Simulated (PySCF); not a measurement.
PySCF input (M06-L/def2-TZVPD):

```python
from pyscf import gto, scf, dft

mol = gto.M(
    atom='''
    Li   -0.00000000   -0.00000000   -3.55343741
    Cs    0.00000000    0.00000000    0.19382386
    ''',
    basis='def2-tzvpd',
    ecp='def2-tzvp',
    charge=0,
    spin=0,
    verbose=4,
)

mf = dft.RKS(mol, xc='m06l').density_fit(auxbasis='def2-universal-jkfit')
mf.grids.level = 4
mf.conv_tol = 1e-9
mf.max_cycle = 100
mf.max_memory = 1500
mf.kernel()
if not mf.converged:
    mf = mf.newton()
    mf.kernel(mf.make_rdm1())
mf.analyze()
```

End of the output:

```
Extra cycle  E= -27.6425690576932  delta_E= 4.26e-14  |g|= 2.41e-06  |ddm|= 3.5e-05
converged SCF energy = -27.6425690576932
**** SCF Summaries ****
Total Energy =                         -27.642569057693152
Nuclear Repulsion Energy =               3.812860557449200
One-electron Energy =                  -50.460767767321983
Two-electron Energy =                   19.005338152179629
Two-electron Coulomb Energy =           24.019886421473025
DFT Exchange-Correlation Energy =       -5.014548269293397
HOMO-LUMO gap [eV] =                     1.498999309778460
**** MO energy ****
MO #1   energy= -1.89596863436352  occ= 2
MO #2   energy= -1.0242884198178   occ= 2
MO #3   energy= -0.518316500549584 occ= 2
MO #4   energy= -0.518316500549584 occ= 2
MO #5   energy= -0.513106261115365 occ= 2
MO #6   energy= -0.0811825394166339 occ= 2
MO #7   energy= -0.0260953303830067 occ= 0
MO #8   energy= -0.0199625983381817 occ= 0
MO #9   energy= -0.0199625983381815 occ= 0
MO #10  energy= -0.00442917845622581 occ= 0
MO #11  energy= 0.00459491416582573 occ= 0
MO #12  energy= 0.00459491416582643 occ= 0
MO #13  energy= 0.0103756981560512 occ= 0
MO #14  energy= 0.0161598358700829 occ= 0
MO #15  energy= 0.0161619226623729 occ= 0
MO #16  energy= 0.0371923514787631 occ= 0
MO #17  energy= 0.0403161761504616 occ= 0
MO #18  energy= 0.0403161761504626 occ= 0
MO #19  energy= 0.0488632816988728 occ= 0
MO #20  energy= 0.0528523288595797 occ= 0
MO #21  energy= 0.0536793647097571 occ= 0
MO #22  energy= 0.053679364709758  occ= 0
MO #23  energy= 0.0543302326788768 occ= 0
MO #24  energy= 0.0543337153521045 occ= 0
MO #25  energy= 0.0725233659330883 occ= 0
MO #26  energy= 0.0725233659330933 occ= 0
MO #27  energy= 0.0825843763990977 occ= 0
MO #28  energy= 0.11410380877638   occ= 0
MO #29  energy= 0.114103808776381  occ= 0
MO #30  energy= 0.155002971155508  occ= 0
MO #31  energy= 0.192871133970526  occ= 0
MO #32  energy= 0.326266058589937  occ= 0
MO #33  energy= 0.326266873764846  occ= 0
MO #34  energy= 0.336563022927935  occ= 0
MO #35  energy= 0.336563022927938  occ= 0
MO #36  energy= 0.3654976660061    occ= 0
MO #37  energy= 0.44867801681724   occ= 0
MO #38  energy= 0.460194334739605  occ= 0
MO #39  energy= 0.460194334739616  occ= 0
MO #40  energy= 0.522019140408208  occ= 0
MO #41  energy= 0.683820590931949  occ= 0
MO #42  energy= 0.683820590931955  occ= 0
MO #43  energy= 0.699927502392516  occ= 0
MO #44  energy= 1.55480858197262   occ= 0
MO #45  energy= 5.85582423417878   occ= 0
MO #46  energy= 5.8558242341788    occ= 0
MO #47  energy= 5.86588172624615   occ= 0
MO #48  energy= 14.3323792607101   occ= 0
MO #49  energy= 19.7765448985812   occ= 0
 ** Mulliken pop on meta-lowdin orthogonal AOs  **
 ** Mulliken pop  **
pop of  0 Li 1s           1.99853
pop of  0 Li 2s           1.38145
pop of  0 Li 3s           0.00811
pop of  0 Li 4s           0.00208
pop of  0 Li 5s           0.00101
pop of  0 Li 2px          0.00313
pop of  0 Li 2py          0.00299
pop of  0 Li 2pz          0.05746
pop of  0 Li 3px          0.00015
pop of  0 Li 3py          0.00012
pop of  0 Li 3pz          0.00289
pop of  0 Li 4px          0.00001
pop of  0 Li 4py          0.00000
pop of  0 Li 4pz          0.00176
pop of  0 Li 5px          0.00011
pop of  0 Li 5py          0.00012
pop of  0 Li 5pz          0.00358
pop of  1 Cs 5s           1.85080
pop of  1 Cs 6s           0.54159
pop of  1 Cs 7s           0.02012
pop of  1 Cs 8s           0.05263
pop of  1 Cs 9s           0.08228
pop of  1 Cs 5px          0.44187
pop of  1 Cs 5py          0.44187
pop of  1 Cs 5pz          0.44928
pop of  1 Cs 6px          0.69574
pop of  1 Cs 6py          0.69692
pop of  1 Cs 6pz          0.72733
pop of  1 Cs 7px          0.85714
pop of  1 Cs 7py          0.85600
pop of  1 Cs 7pz          0.75985
pop of  1 Cs 8px          0.00143
pop of  1 Cs 8py          0.00152
pop of  1 Cs 8pz          0.02574
pop of  1 Cs 5dxy         0.00062
pop of  1 Cs 5dyz         0.00004
pop of  1 Cs 5dz^2        0.00000
pop of  1 Cs 5dxz         0.00000
pop of  1 Cs 5dx2-y2      0.00004
pop of  1 Cs 6dxy         0.00763
pop of  1 Cs 6dyz         0.00024
pop of  1 Cs 6dz^2        0.00000
pop of  1 Cs 6dxz         0.00000
pop of  1 Cs 6dx2-y2      0.00023
pop of  1 Cs 7dxy         0.02525
pop of  1 Cs 7dyz         0.00015
pop of  1 Cs 7dz^2        0.00000
pop of  1 Cs 7dxz         0.00000
pop of  1 Cs 7dx2-y2      0.00018
 ** Mulliken atomic charges  **
charge of    0Li =     -0.46350
charge of    1Cs =      0.46350
Dipole moment(X, Y, Z, Debye): -0.00000,  0.00000,  8.46276
```
